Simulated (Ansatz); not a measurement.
`S[SiH2][SiH2]CCl` + H₂ → `C[SiH2][SiH2]S` + HCl  (hydrogenolysis of a C–Cl bond)

Computed with Ansatz on PBE0-D4/def2-TZVP structures; ΔE is electronic, products minus reactants. CCSD(T)/CBS is the MP2 limit (def2-TZVPP, def2-QZVPP) plus CCSD(T) − MP2 in def2-TZVPP, frozen cores. This one scheme is used for every species. Functionals use def2-TZVPP. Each species was taken in one conformer, which may not be the lowest.

```
             level  ΔE (kJ/mol)
           ωB97M-V        -99.9
              PBE0       -103.0
    MP2/def2-TZVPP        -99.2
SCS-MP2/def2-QZVPP        -97.7
```

Task: What does CCSD(T)/CBS give? (An estimate is asked.)

Result: Ansatz gave: -98.3 kJ/mol. The listed levels differ from it by -1.6, -4.7, -0.9, 0.6 kJ/mol.

Largest T1 diagnostic among the species: 0.011.

From PBE to PBE0 (25 % exact exchange), in def2-TZVPP and without D4, ΔE moves by −6.1 kJ/mol. In def2-TZVPP, CCSD(T) changes the Hartree–Fock value by +12.3 kJ/mol (the triples alone add +4.7 kJ/mol) and MP2 by +15.4 kJ/mol. The D4 term adds +6.0 kJ/mol with B3LYP and +3.1 kJ/mol with PBE0; it sums over pairs of atoms, weighted by their polarisabilities, and B3LYP, whose exchange is more repulsive, gets the larger term.

B3LYP here is the variant with VWN-RPA as its local correlation; programs differ in this.
